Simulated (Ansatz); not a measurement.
Program: Ansatz. Geometries: PBE0-D4/def2-TZVP. ΔE: electronic, gas phase. CBS: MP2 limit from def2 TZ/QZ plus the TZ coupled-cluster correction, frozen cores. This one scheme is used for every species. DFT in def2-TZVPP. For Zn outer-core shells are correlated without core-valence functions, which leaves a few kJ/mol of doubt a bond. Scalar relativity is left out up to krypton. Each species was taken in one conformer, which may not be the lowest.

`[SiH3]C[O][ZnH]` → `[SiH2]` + `C[O][ZnH]`  (silylene formation by 1,1-elimination)

Q: Is it downhill or uphill in electronic energy at CCSD(T)/CBS, and by how much? (Estimate.)

A: Computed: Uphill: ΔE = +222.8 kJ/mol.

Q: What do these levels give: PBE-D4, r2SCAN-D4, r2SCAN, PBE0, CCSD/def2-TZVPP, CCSD(T)/def2-TZVPP? (Estimate.)

A: The calculation gave: PBE-D4 230.7, r2SCAN-D4 245.1, r2SCAN 242.7, PBE0 227.5, CCSD/def2-TZVPP 208.7, CCSD(T)/def2-TZVPP 215.3 kJ/mol.

Largest T1 diagnostic among the species: 0.017.

The D4 term adds +15.1 kJ/mol with B3LYP and +8.0 kJ/mol with PBE0; it sums over pairs of atoms, weighted by their polarisabilities, and B3LYP, whose exchange is more repulsive, gets the larger term. From PBE to PBE0 (25 % exact exchange), in def2-TZVPP and without D4, ΔE moves by +6.1 kJ/mol. In def2-TZVPP, CCSD(T) changes the Hartree–Fock value by +22.6 kJ/mol (the triples alone add +6.6 kJ/mol) and MP2 by +40.0 kJ/mol.

B3LYP here is the variant with VWN-RPA as its local correlation; programs differ in this.
